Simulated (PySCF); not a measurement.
# Working out the ionisation energy of I⁺

I⁺ [Kr] 4d10 5s2 5p4 (3P) → I²⁺ [Kr] 4d10 5s2 5p3 (4S). Computed with PySCF 2.14 in aug-cc-pwCVTZ-PP with ECP28MDF (8s7p6d4f1g, 96 functions), with a scalar-relativistic core potential. Frozen: nothing. Energies in hartree (1 hartree = 27.21139 eV):

| part | I⁺ (lower) | I²⁺ (upper) |
| --- | --- | --- |
| UHF | -294.311911 | -293.662518 |
| MP2 opposite-spin | -0.582601 | -0.558939 |
| MP2 same-spin | -0.300213 | -0.294103 |

Q: What does Hartree-Fock give?

A: (-293.662518) − (-294.311911) = 0.649393 hartree = 17.671 eV.

Q: What do MP2 and SCS-MP2 (6/5 opposite-spin, 1/3 same-spin) give?

A: The opposite-spin parts differ by 0.644 eV and the same-spin parts by 0.166 eV. MP2: 17.671 + (0.644) + (0.166) = 18.481 eV. SCS-MP2: 17.671 + 1.2 × (0.644) + (0.166)/3 = 18.499 eV.

Measured between the centres of the two terms (NIST): 18.750 eV, so MP2 (valence and next inner shell) is off by -0.269 eV.

What remains against the reference includes basis incompleteness and correlation beyond second order.
